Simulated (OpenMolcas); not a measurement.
Ag2+ (d9) among equal point charges was computed by CASSCF with the d shell active (OpenMolcas, ANO-RCC-VDZP on the metal). Its lowest spin-free states, and all those of the highest spin:

```csv
2S+1,Degeneracy,E (cm-1)
2,1,0.0
2,2,3844
2,2,11404
```

Question: Is the site octahedral, tetrahedral or cube-like, axial, or of lower symmetry?

Answer: The states with 2S+1 = 2 have orbital degeneracies 1, 2, 2. There are pairs but no triples, so the site is axial: not cubic, but with a proper or improper axis of order three or more. The run had Ag2+ among 2 point charges of -1.62 e arranged as a linear pair (D∞h), 2.14 Å from the ion.

Point charges carry no covalency, so the field is a model and not that of real ligands. No measured value stands beside these numbers.
